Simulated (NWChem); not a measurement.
System: CHO2, doublet; SMILES [O]C=O

NWChem input:

```
start job
memory heap 200 mb stack 900 mb global 1100 mb
geometry units angstroms noautoz
  O     -1.143122    -0.000000    -0.125298
  C      0.005674     0.000000     0.214791
  O      1.173921    -0.000000    -0.204183
  H      0.207611    -0.000000     1.371642
end
basis spherical
  * library def2-svpd
end
dft
  odft
  mult 2
  xc b3lyp
  iterations 150
end
tddft
  cis
  nroots 8
end
task tddft energy
```

Excerpt of the output:

```
             Northwest Computational Chemistry Package (NWChem) 7.3.0
             --------------------------------------------------------

 CS  symmetry detected

                             Geometry "geometry" -> ""
                             -------------------------

 Output coordinates in angstroms (scale by  1.889725989 to convert to a.u.)

  No.       Tag          Charge          X              Y              Z
 ---- ---------------- ---------- -------------- -------------- --------------
    1 O                    8.0000    -0.16205302    -1.15991288     0.00000000
    2 C                    6.0000     0.21314601    -0.02209987     0.00000000
    3 O                    8.0000    -0.16976293     1.15845975     0.00000000
    4 H                    1.0000     1.37565153     0.14422428     0.00000000

 Effective nuclear repulsion energy (a.u.)      63.3687558248

      Symmetry information
      --------------------

 Group name             Cs
 Group number              2
 Group order               2
 No. of unique centers     4

                                 NWChem DFT Module
                                 -----------------

 Summary of "ao basis" -> "ao basis" (spherical)
 ------------------------------------------------------------------------------
       Tag                 Description            Shells   Functions and Types
 ---------------- ------------------------------  ------  ---------------------
 O                         def2-svpd                 9       23   4s3p2d
 C                         def2-svpd                 8       20   4s2p2d
 H                         def2-svpd                 4        8   2s2p

      Symmetry analysis of basis
      --------------------------

        a'         52
        a"         22

            General Information
            -------------------
          SCF calculation type: DFT
          Wavefunction type:  spin polarized.
          No. of atoms     :     4
          No. of electrons :    23
           Alpha electrons :    12
            Beta electrons :    11
          Charge           :     0
          Spin multiplicity:     2
          Use of symmetry is: off; symmetry adaption is: on
          Maximum number of iterations: 150
          AO basis - number of functions:    74
                     number of shells:    30
          Convergence on energy requested:  1.00D-06
          Convergence on density requested:  1.00D-05
          Convergence on gradient requested:  5.00D-04

              XC Information
              --------------
                         B3LYP Method XC Potential
                     Hartree-Fock (Exact) Exchange  0.200
                        Slater Exchange Functional  0.800 local
                    Becke 1988 Exchange Functional  0.720 non-local
              Lee-Yang-Parr Correlation Functional  0.810
                  VWN I RPA Correlation Functional  0.190 local

             Grid Information
             ----------------
          Grid used for XC integration:  medium
          Radial quadrature: Mura-Knowles
          Angular quadrature: Lebedev.
          Tag              B.-S. Rad. Rad. Pts. Rad. Cut. Ang. Pts.
          ---              ---------- --------- --------- ---------
          O                   0.60       49          10.0       434
          C                   0.70       49           8.0       434
          H                   0.35       45           9.0       434
          Grid pruning is: on
          Number of quadrature shells:   192
          Spatial weights used:  Erf1

      Superposition of Atomic Density Guess
      -------------------------------------

 Sum of atomic energies:        -187.51289882

      Non-variational initial energy
      ------------------------------

 Total energy =    -188.526168
 1-e energy   =    -382.172389
 2-e energy   =     130.277465
 HOMO         =      -0.311171
 LUMO         =       0.056541

   Symmetry analysis of molecular orbitals - initial alpha
   -------------------------------------------------------

  Numbering of irreducible representations:

     1 a'          2 a"

  Orbital symmetries:

     1 a'          2 a'          3 a'          4 a'          5 a'
     6 a'          7 a'          8 a'          9 a"         10 a"
    11 a'         12 a'         13 a"         14 a'         15 a'
    16 a'         17 a"         18 a'         19 a'         20 a"
    21 a'         22 a'

   Symmetry analysis of molecular orbitals - initial beta
   ------------------------------------------------------

  Numbering of irreducible representations:

     1 a'          2 a"

  Orbital symmetries:

     1 a'          2 a'          3 a'          4 a'          5 a'
     6 a'          7 a'          8 a'          9 a"         10 a"
    11 a'         12 a'         13 a"         14 a'         15 a'
    16 a'         17 a"         18 a'         19 a'         20 a"
    21 a'         22 a'

   convergence    iter        energy       DeltaE   RMS-Dens  Diis-err
 ---------------- ----- ----------------- --------- --------- ---------
 d= 0,ls=0.0,diis     1   -188.8242366333 -2.52D+02  1.30D-02  2.49D-01
                                                     1.09D-02  2.67D-01

 !! scf_movecs_sym_adapt:    4 vectors were symmetry contaminated

  Symmetry fudging
 d= 0,ls=0.0,diis     2   -188.6680884475  1.56D-01  6.43D-03  7.79D-01
                                                     6.23D-03  7.07D-01
 d= 0,ls=0.0,diis     3   -188.9501661375 -2.82D-01  1.29D-03  7.85D-03
                                                     1.62D-03  8.09D-03
 d= 0,ls=0.0,diis     4   -188.9450194266  5.15D-03  8.41D-04  1.96D-02
                                                     1.59D-03  2.09D-02

 !! scf_movecs_sym_adapt:    2 vectors were symmetry contaminated

  Symmetry fudging
 d= 0,ls=0.0,diis     5   -188.9524704538 -7.45D-03  3.18D-04  3.03D-03
                                                     2.93D-04  2.40D-03

 !! scf_movecs_sym_adapt:    4 vectors were symmetry contaminated

  Symmetry fudging
  Resetting Diis
 d= 0,ls=0.0,diis     6   -188.9535341852 -1.06D-03  1.03D-04  1.01D-04
                                                     1.71D-04  6.10D-05
 d= 0,ls=0.0,diis     7   -188.9535906811 -5.65D-05  1.80D-04  6.18D-05
                                                     1.57D-04  3.29D-05

 !! scf_movecs_sym_adapt:    2 vectors were symmetry contaminated

[...]

                                NWChem TDDFT Module
                                -------------------

            General Information
            -------------------
           No. of orbitals :     148
            Alpha orbitals :      74
             Beta orbitals :      74
        Alpha frozen cores :       0
         Beta frozen cores :       0
     Alpha frozen virtuals :       0
      Beta frozen virtuals :       0
         Spin multiplicity :       2
    Number of AO functions :      74
        Use of symmetry is : off
      Symmetry adaption is : on
         Schwarz screening :  0.10D-07

              XC Information
              --------------
                  B3LYP Method XC Potential
              Hartree-Fock (Exact) Exchange   0.20
                 Slater Exchange Functional   0.80 local
             Becke 1988 Exchange Functional   0.72 non-local
       Lee-Yang-Parr Correlation Functional   0.81
           VWN I RPA Correlation Functional   0.19 local

             TDDFT Information
             -----------------
          Calculation type : Tamm-Dancoff TDDFT
         Wavefunction type : Unrestricted
          No. of electrons :      23
           Alpha electrons :      12
            Beta electrons :      11
              No. of roots :       8
          Max subspacesize :    5600
            Max iterations :     100
               Target root :       1
           Target symmetry : none
      Symmetry restriction : off
                 Algorithm : Optimal
        Davidson threshold :  0.10D-03

    8 smallest eigenvalue differences (eV)
--------------------------------------------------------
  No. Spin  Occ  Vir  Irrep   E(Occ)    E(Vir)   E(Diff)
--------------------------------------------------------
    1    2   11   12 a'       -0.335    -0.218     3.168
    2    2   10   12 a"       -0.362    -0.218     3.903
    3    2    9   12 a"       -0.498    -0.218     7.601
    4    2    8   12 a'       -0.500    -0.218     7.659
    5    2    7   12 a'       -0.534    -0.218     8.576
    6    2   11   13 a"       -0.335    -0.019     8.590
    7    1   12   13 a"       -0.345    -0.024     8.736
    8    2   10   13 a'       -0.362    -0.019     9.325
--------------------------------------------------------

  Entering Davidson iterations
  Unrestricted

  Iter   NTrls   NConv    DeltaV     DeltaE      Time
  ----  ------  ------  ---------  ---------  ---------
    1      8       0     0.35E+00   0.10+100        5.0
    2     16       0     0.12E+00   0.13E+00        5.0
    3     24       0     0.25E-01   0.26E-01        4.6
    4     32       2     0.80E-02   0.12E-02        5.3
    5     38       5     0.22E-02   0.91E-04        3.7
    6     41       6     0.42E-03   0.59E-05        3.0
    7     43       7     0.13E-03   0.31E-06        2.2
    8     44       8     0.71E-04   0.16E-07        1.9
  ----  ------  ------  ---------  ---------  ---------
  Convergence criterion met

  Ground state a'       -188.953641419566 a.u.
  <S2> =   0.7561

  ----------------------------------------------------------------------------
  Root   1         a"             0.059794042 a.u.                1.6271 eV
  <S2> =   0.7623
  ----------------------------------------------------------------------------
     Transition Moments    X  0.00000   Y -0.00000   Z -0.00937
     Dipole Oscillator Strength                    0.0000034969
     Electric Quadrupole                           0.0000000000
     Magnetic Dipole                               0.0000000364
     Total Oscillator Strength                     0.0000035333

     Occ.    9 beta  a"  ---  Virt.   12 beta  a'       0.08053
     Occ.   10 beta  a"  ---  Virt.   12 beta  a'      -0.99410
  ----------------------------------------------------------------------------
  Root   2         a'             0.068385212 a.u.                1.8609 eV
  <S2> =   0.7592
  ----------------------------------------------------------------------------
     Transition Moments    X  0.09163   Y -0.63588   Z  0.00000
     Dipole Oscillator Strength                    0.0188166576
     Electric Quadrupole                           0.0000000003
     Magnetic Dipole                               0.0000000066
     Total Oscillator Strength                     0.0188166645

     Occ.   11 alpha a"  ---  Virt.   13 alpha a"      -0.16363
     Occ.    8 beta  a'  ---  Virt.   12 beta  a'      -0.11197
     Occ.   10 beta  a"  ---  Virt.   13 beta  a"      -0.14246
     Occ.   11 beta  a'  ---  Virt.   12 beta  a'       0.95940
  ----------------------------------------------------------------------------
  Root   3         a"             0.200267374 a.u.                5.4496 eV
  <S2> =   0.7671
  ----------------------------------------------------------------------------
     Transition Moments    X -0.00000   Y -0.00000   Z  0.13625
     Dipole Oscillator Strength                    0.0024784083
     Electric Quadrupole                           0.0000000002
     Magnetic Dipole                               0.0000004028
     Total Oscillator Strength                     0.0024788113

     Occ.   12 alpha a'  ---  Virt.   13 alpha a"       0.09348
     Occ.    9 beta  a"  ---  Virt.   12 beta  a'      -0.98962
     Occ.   10 beta  a"  ---  Virt.   12 beta  a'      -0.08108
  ----------------------------------------------------------------------------
  Root   4         a'             0.210014379 a.u.                5.7148 eV
  <S2> =   0.7647
  ----------------------------------------------------------------------------
     Transition Moments    X -0.02363   Y  0.23970   Z  0.00000
     Dipole Oscillator Strength                    0.0081228280
     Electric Quadrupole                           0.0000000345
     Magnetic Dipole                               0.0000013101
     Total Oscillator Strength                     0.0081241725

     Occ.   11 alpha a"  ---  Virt.   13 alpha a"       0.17990
     Occ.    6 beta  a'  ---  Virt.   12 beta  a'       0.05458
     Occ.    7 beta  a'  ---  Virt.   12 beta  a'      -0.26894
     Occ.    8 beta  a'  ---  Virt.   12 beta  a'      -0.92872
     Occ.   10 beta  a"  ---  Virt.   13 beta  a"       0.12697
     Occ.   11 beta  a'  ---  Virt.   12 beta  a'      -0.06280
  ----------------------------------------------------------------------------
  Root   5         a"             0.232267464 a.u.                6.3203 eV
  <S2> =   2.1555
  ----------------------------------------------------------------------------
     Transition Moments    X  0.00000   Y  0.00000   Z  0.01127
     Dipole Oscillator Strength                    0.0000196627
     Electric Quadrupole                           0.0000000007
     Magnetic Dipole                               0.0000000485
     Total Oscillator Strength                     0.0000197119

     Occ.   10 alpha a'  ---  Virt.   13 alpha a"      -0.12160
     Occ.   12 alpha a'  ---  Virt.   13 alpha a"       0.38387
     Occ.   11 beta  a'  ---  Virt.   13 beta  a"      -0.91143
  ----------------------------------------------------------------------------
  Root   6         a'             0.240197031 a.u.                6.5361 eV
  <S2> =   2.7300
  ----------------------------------------------------------------------------
     Transition Moments    X -0.00507   Y -0.03557   Z -0.00000
     Dipole Oscillator Strength                    0.0002066656
     Electric Quadrupole                           0.0000000001
     Magnetic Dipole                               0.0000000012
     Total Oscillator Strength                     0.0002066669

     Occ.   11 alpha a"  ---  Virt.   13 alpha a"      -0.66706
     Occ.   11 alpha a"  ---  Virt.   22 alpha a"       0.05178
     Occ.    7 beta  a'  ---  Virt.   12 beta  a'       0.08228
     Occ.    8 beta  a'  ---  Virt.   12 beta  a'      -0.05416
     Occ.   10 beta  a"  ---  Virt.   13 beta  a"       0.72980
     Occ.   10 beta  a"  ---  Virt.   22 beta  a"      -0.05002
  ----------------------------------------------------------------------------
  Root   7         a'             0.241739335 a.u.                6.5781 eV
  <S2> =   0.7846
  ----------------------------------------------------------------------------
     Transition Moments    X -0.06472   Y  0.05980   Z -0.00000
     Dipole Oscillator Strength                    0.0012513905
     Electric Quadrupole                           0.0000000089
     Magnetic Dipole                               0.0000000009
     Total Oscillator Strength                     0.0012514004

     Occ.   11 alpha a"  ---  Virt.   13 alpha a"       0.10757
     Occ.   12 alpha a'  ---  Virt.   15 alpha a'      -0.05361
     Occ.    6 beta  a'  ---  Virt.   12 beta  a'      -0.06562
     Occ.    7 beta  a'  ---  Virt.   12 beta  a'       0.94802
     Occ.    8 beta  a'  ---  Virt.   12 beta  a'      -0.26418
  ----------------------------------------------------------------------------
  Root   8         a"             0.245433238 a.u.                6.6786 eV
  <S2> =   0.7631
  ----------------------------------------------------------------------------
     Transition Moments    X -0.00000   Y -0.00000   Z -0.08320
     Dipole Oscillator Strength                    0.0011325763
     Electric Quadrupole                           0.0000000260
     Magnetic Dipole                               0.0000013897
     Total Oscillator Strength                     0.0011339920

[...]
```

Level: B3LYP/def2-SVPD, spin-unrestricted, TDA. The geometry was optimised at PBE0/def2-SVP, spin-unrestricted. No stability test was run on the SCF state.
